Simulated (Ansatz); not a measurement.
Ansatz (a quantum-chemistry and plane-wave program) job for SrF₂, SMILES [F][Sr][F], B3LYP-D3(BJ)/def2-TZVP. 

Ansatz 0.2 input:
```yaml
crystal:
  periodic: [false, false, false]
  atoms:
    - {symbol: Sr, position_ang: [0.00000000, 0.00000000, -0.42261560]}
    - {symbol: F, position_ang: [-0.00000000, -1.53946927, 0.89218849]}
    - {symbol: F, position_ang: [0.00000000, 1.53946927, 0.89218849]}
basis:
  gaussian:
    orbitals: def2-TZVP
hamiltonian:
  xc: b3lyp
  dispersion: d3bj
relax: {f_tol: 0.002, max_steps: 200}
```

Program output:

```
Functional definition: B3LYP
integrals: 0.02 GiB planned
625 factors; their error is unknown
mean field: 0.23 GiB planned
mean field evaluation 1: about -6268.2595 eV, gradient 7.0e1 eV
mean field evaluation 2: about -6133.8139 eV, gradient 2.6e2 eV
mean field evaluation 4: about -6275.9332 eV, gradient 3.6e0 eV
mean field evaluation 8: about -6275.9826 eV, gradient 1.6e-1 eV
mean field evaluation 16: about -6275.9826 eV, gradient 6.6e-6 eV
mean field -6275.98263905 eV, -230.6381079712 hartree, gradient 6.6e-6 eV, S^2 0.000000; 0 other end points of the search recorded, 0 dependent functions left out
the calculation of the forces begins
reference -6275.98290270 eV, -230.6381176604 hartree; 14, 14 occupied and 81, 81 virtual orbitals, 625 factors
relax step   1: F+E_penalty+E_count = -6276.03122196 eV  Δ(F+E_penalty+E_count) = +0.000e0 eV  max|allowed force component| = 1.503e0 eV/Å  Δτ_max = 0.0000 Å  (27 SCF iters, accepted)
these checks for a lower state are left out or cut short: starts, cluster_reference, orbital_swaps, neighbouring_geometries, increment
integrals: 0.02 GiB planned
625 factors; their error is unknown
mean field: 0.22 GiB planned
mean field -6276.23682321 eV, -230.6474490670 hartree, gradient 2.5e-5 eV, S^2 0.000000; 0 other end points of the search recorded, 0 dependent functions left out
the calculation of the forces begins
reference -6276.23708780 eV, -230.6474587904 hartree; 14, 14 occupied and 81, 81 virtual orbitals, 625 factors
relax step   2: F+E_penalty+E_count = -6276.28377340 eV  Δ(F+E_penalty+E_count) = -2.526e-1 eV  max|allowed force component| = 2.405e-1 eV/Å  Δτ_max = 0.1949 Å  (32 SCF iters, accepted)
these checks for a lower state are left out or cut short: starts, cluster_reference, orbital_swaps, neighbouring_geometries, increment
integrals: 0.02 GiB planned
625 factors; their error is unknown
mean field: 0.22 GiB planned
mean field evaluation 32: about -6276.3053 eV, gradient 2.1e-5 eV
mean field -6276.30529953 eV, -230.6499655250 hartree, gradient 2.1e-5 eV, S^2 0.000000; 0 other end points of the search recorded, 0 dependent functions left out
the calculation of the forces begins
reference -6276.30556577 eV, -230.6499753094 hartree; 14, 14 occupied and 81, 81 virtual orbitals, 625 factors
relax step   3: F+E_penalty+E_count = -6276.35115616 eV  Δ(F+E_penalty+E_count) = -6.738e-2 eV  max|allowed force component| = 1.687e-1 eV/Å  Δτ_max = 0.1950 Å  (32 SCF iters, accepted)
these checks for a lower state are left out or cut short: starts, cluster_reference, orbital_swaps, neighbouring_geometries, increment
integrals: 0.02 GiB planned
625 factors; their error is unknown
mean field: 0.22 GiB planned
mean field -6276.30539062 eV, -230.6499688726 hartree, gradient 5.0e-6 eV, S^2 0.000000; 0 other end points of the search recorded, 0 dependent functions left out
the calculation of the forces begins
reference -6276.30565721 eV, -230.6499786695 hartree; 14, 14 occupied and 81, 81 virtual orbitals, 625 factors
relax step   4: F+E_penalty+E_count = -6276.35124449 eV  Δ(F+E_penalty+E_count) = -8.833e-5 eV  max|allowed force component| = 1.859e-1 eV/Å  Δτ_max = 0.0392 Å  (28 SCF iters, accepted)
these checks for a lower state are left out or cut short: starts, cluster_reference, orbital_swaps, neighbouring_geometries, increment
integrals: 0.02 GiB planned
625 factors; their error is unknown
mean field: 0.22 GiB planned
mean field -6276.30841478 eV, -230.6500800086 hartree, gradient 1.8e-5 eV, S^2 0.000000; 0 other end points of the search recorded, 0 dependent functions left out
the calculation of the forces begins
reference -6276.30868129 eV, -230.6500898025 hartree; 14, 14 occupied and 81, 81 virtual orbitals, 625 factors
relax step   5: F+E_penalty+E_count = -6276.35419009 eV  Δ(F+E_penalty+E_count) = -2.946e-3 eV  max|allowed force component| = 1.846e-2 eV/Å  Δτ_max = 0.0127 Å  (27 SCF iters, accepted)
these checks for a lower state are left out or cut short: starts, cluster_reference, orbital_swaps, neighbouring_geometries, increment
integrals: 0.02 GiB planned
625 factors; their error is unknown
mean field: 0.22 GiB planned
mean field -6276.30854997 eV, -230.6500849766 hartree, gradient 1.7e-5 eV, S^2 0.000000; 0 other end points of the search recorded, 0 dependent functions left out
the calculation of the forces begins
reference -6276.30881649 eV, -230.6500947711 hartree; 14, 14 occupied and 81, 81 virtual orbitals, 625 factors
relax step   6: F+E_penalty+E_count = -6276.35429396 eV  Δ(F+E_penalty+E_count) = -1.039e-4 eV  max|allowed force component| = 3.652e-3 eV/Å  Δτ_max = 0.0069 Å  (27 SCF iters, accepted)
these checks for a lower state are left out or cut short: starts, cluster_reference, orbital_swaps, neighbouring_geometries, increment
integrals: 0.02 GiB planned
625 factors; their error is unknown
mean field: 0.22 GiB planned
mean field evaluation 64: about -6276.3086 eV, gradient 1.1e-5 eV
mean field -6276.30856329 eV, -230.6500854661 hartree, gradient 1.1e-5 eV, S^2 0.000000; 0 other end points of the search recorded, 0 dependent functions left out
the calculation of the forces begins
reference -6276.30882982 eV, -230.6500952609 hartree; 14, 14 occupied and 81, 81 virtual orbitals, 625 factors
relax step   7: F+E_penalty+E_count = -6276.35430020 eV  Δ(F+E_penalty+E_count) = -6.239e-6 eV  max|allowed force component| = 2.538e-4 eV/Å  Δτ_max = 0.0020 Å  (23 SCF iters, accepted)
integrals: 0.02 GiB planned
625 factors; their error is unknown
mean field: 0.22 GiB planned
mean field -6276.30856329 eV, -230.6500854661 hartree, gradient 1.1e-5 eV, S^2 0.000000; 1 other end points of the search recorded, 0 dependent functions left out
the calculation of the forces begins
reference -6276.30882982 eV, -230.6500952609 hartree; 14, 14 occupied and 81, 81 virtual orbitals, 625 factors
Total energy: -6276.35456673 eV, -230.6517760614 hartree
Atom 0 at     0.000000    -0.000000    -0.151324 Å, force    -0.000000    -0.000000     0.000254 eV/Å
Atom 1 at    -0.000000    -1.936582     0.756543 Å, force    -0.000000    -0.000229    -0.000127 eV/Å
Atom 2 at    -0.000000     1.936582     0.756543 Å, force     0.000000     0.000229    -0.000127 eV/Å
Dipole moment:    -0.000000    -0.000000    -1.297911 e Å
```

Self-consistency was reached.
